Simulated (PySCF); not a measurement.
Correlation energy of Fe²⁺ (iron, charge +2)

[Ar] 3d5 4s1, high-spin 7S determinant (an excited configuration). Computed with PySCF 2.14 in x2c-TZVPPall with one added diffuse shell each of s, p, d, f type (7s6p5d3f1g, 80 functions), with scalar relativity by spin-free X2C-1e. Frozen: [Ne]; 14 electrons correlated.

```
  level  correlation energy (mhartree)
   CCSD                        -400.80
    (T)                          -6.61
CCSD(T)                        -407.41
```

Diagnostics: T1 = 0.0060, D1 = 0.0198, largest double amplitude 0.025.

Cost of the coupled-cluster step: roughly 23 core-seconds, for 14 correlated electrons.

This basis was not built for core-valence correlation, so the inner-shell part is incomplete.
